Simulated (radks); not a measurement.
Problem. The mean radii <r> (bohr) of the occupied orbitals of an atom or ion are listed with their occupations. Calculated with a radial shooting solver on a logarithmic mesh with Libxc functionals: non-relativistic Kohn-Sham, TPSS, spin-polarised, spherical densities, point nucleus; meta-GGA in the generalised Kohn-Sham scheme.

orbital  occ.      <r>
1s down     1  0.01823
1s up       1  0.01823
2s up       1  0.07662
2s down     1  0.07661
2p up       3  0.06472
2p down     3  0.06471
3s up       1   0.1905
3s down     1   0.1904
3p up       3   0.1811
3p down     3   0.1810
3d up       5   0.1577
3d down     5   0.1577
4s up       1   0.3822
4s down     1   0.3826
4p up       3   0.3789
4p down     3   0.3794
4d up       5   0.3679
4d down     2   0.3684

Name the element and its charge. Open shells, if any, are filled with parallel spins first.

Solution. Z = 83, bismuth, charge +40: Bi40+ in [Kr] 4d7. The 1s radius gives Z: for a bare nucleus <r> = 1.5/Z, 0.01807 bohr for Z = 83, and screening makes it slightly larger (0.01823 here). The occupations add up to 43, and the charge is Z minus that.
